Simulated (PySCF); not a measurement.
CsSb⁺ at PBEsol

Level: PBEsol. Cs def2-SVP with ECP46, Sb def2-SVP with ECP28; scalar-relativistic core potentials (PySCF 2.14).

- state: ⁴Σ⁻ (quartet), unpaired electrons σ ↑, π ↑↑
- bond length: 411.6 pm
- harmonic wavenumber: 38.3 cm⁻¹
- force constant: 0.0547 mdyn/Å
- rotational constant Be: 0.01572 cm⁻¹
- anharmonicity ωexe: 0.375 cm⁻¹
- vibration–rotation constant αe: 0.000148 cm⁻¹
- well depth De to Cs⁺ + Sb: 14 kJ/mol
- dissociation energy D0: 14 kJ/mol
- bond order (Mayer): 0.18
- dipole moment (positive dipole points towards Sb; it is taken about the centre of mass and depends on that origin): -7.62 D

The bond is weak. Basis-set superposition, not corrected here, can be much of De in a small basis, most of all at correlated wavefunction levels. Spin–orbit coupling is left out, which matters for elements this heavy, above all for dissociation energies. For an ion De counts to the pair picked by the measured ionisation energies or electron affinities, which need not be the lowest pair at this level. The state was picked by a PBE0 search and need not be the measured ground state.
